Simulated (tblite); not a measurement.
A tight-binding relaxation on `c1cc(N)sc1OC`.

Computed with GFN2-xTB geometry optimisation, gas phase (tblite 0.8.0). Start geometry: from a force field or distance geometry. A driver script takes a list of jobs; this job's settings line and coordinates (Å) are shown.

Input:
```
{"job": {"kind": "relax", "xc": "GFN2-xTB", "basis": "xTB"}, "charge": 0, "multiplicity": 1}
C     -2.998900     0.378500     0.085300
O     -2.092200    -0.710400     0.044300
C     -0.690900    -0.457600     0.010800
C      0.261900    -1.406300    -0.034500
C      1.524500    -0.957900    -0.060700
C      1.650000     0.395600    -0.073900
N      2.921900     1.099400    -0.117100
S     -0.030700     1.074500    -0.009200
H     -2.999600     0.982300    -0.819100
H     -4.038600     0.002600     0.366400
H     -2.694000     1.015900     0.945400
H      0.004800    -2.494200    -0.016600
H      2.403900    -1.622500    -0.088500
H      3.777200     0.674200     0.357300
H      2.996300     2.033900    -0.611800
```

Output:
```
step      E/eV     max force
  0    -665.14231    4.660
  1    -665.65618    2.109
  2    -665.81433    0.866
  3    -665.87755    0.635
  4    -665.91221    0.469
  5    -665.94502    0.510
  6    -665.96642    0.475
  7    -665.98733    0.330
  8    -666.00333    0.313
  9    -666.01934    0.385
... (54 lines left out)
 64    -666.15268    0.018
 65    -666.15277    0.025
 66    -666.15285    0.021
 67    -666.15291    0.015
 68    -666.15293    0.012
 69    -666.15295    0.014
 70    -666.15298    0.016
 71    -666.15300    0.014
 72    -666.15301    0.012
 73    -666.15302    0.009
```

«max force» is the largest atomic force in eV/Å.

Task: From which step on does the largest force stay under 0.1 eV/Å, and how much energy is left to gain from there?

Result: From step 39 (0.076 eV/Å), 6.4 meV above the end.

In short: energy lowered by 23.3 kcal/mol over 73 steps; largest atomic force 0.009 eV/Å at the end.

Task: Give the final coordinates.

Result: 0.271 Å rms from the input after alignment:
```
atom  x, y, z in Å
C1    -2.8441    0.4397    0.0902
O2    -2.0453   -0.7164    0.0561
C3    -0.7059   -0.5321    0.0318
C4     0.2294   -1.5134    0.0259
C5     1.5576   -1.0158    0.0018
C6     1.6259    0.3402   -0.0079
N7     2.7471    1.1526    0.0528
S8     0.0332    1.0551    0.0062
H9    -2.6951    1.0510   -0.8070
H10   -3.8755    0.0952    0.1328
H11   -2.6218    1.0496    0.9729
H12   -0.0213   -2.5571    0.0380
H13    2.4255   -1.6499   -0.0011
H14    3.5807    0.7201   -0.3186
H15    2.6053    2.0891   -0.2957
```

Time: 0.82 s. Hardware: an AMD EPYC 7R43 with one thread (shared host).
Labels such as C1 count atoms from 1, the log's own numbers from 0.
